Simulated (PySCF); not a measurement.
## Mn²⁺ (manganese, charge +2) across methods

[Ar] 3d4 4p1, one real determinant (an excited configuration). Calculation: PySCF 2.14, in x2c-QZVPPall with one added diffuse shell each of s, p, d, f, g type (12s8p6d5f3g, 128 functions); the spin-free X2C one-electron Hamiltonian (Gaussian nucleus). The B2PLYP total includes its PT2 part (frozen core); its orbital energies are those of the SCF part.

```
 method  E (hartree)  mean ε 3p β (eV)  mean ε 3d α (eV)  mean ε 4p α (eV)  Σ⟨r²⟩ (bohr²)   ⟨S²⟩
   PBE0    -1157.016           -80.300           -35.731           -17.916          22.72  8.751
 B2PLYP    -1156.961           -83.226           -38.438           -18.393          22.85  8.751
   BLYP    -1157.278           -77.084           -32.796           -17.089          22.65  8.751
 r2SCAN    -1157.197           -78.060           -33.566           -17.317          22.64  8.751
    UHF  -1156.16146           -88.002           -43.203           -19.410          23.17  8.752
    LDA    -1154.761           -77.311           -33.146           -17.323          22.56  8.750
    PBE    -1156.979           -77.207           -32.995           -17.267          22.67  8.750
r2SCANh    -1157.191           -79.183           -34.603           -17.564          22.66  8.751
```

⟨L²⟩ = 8.01 against 12 for a pure F term, so this real determinant mixes terms.
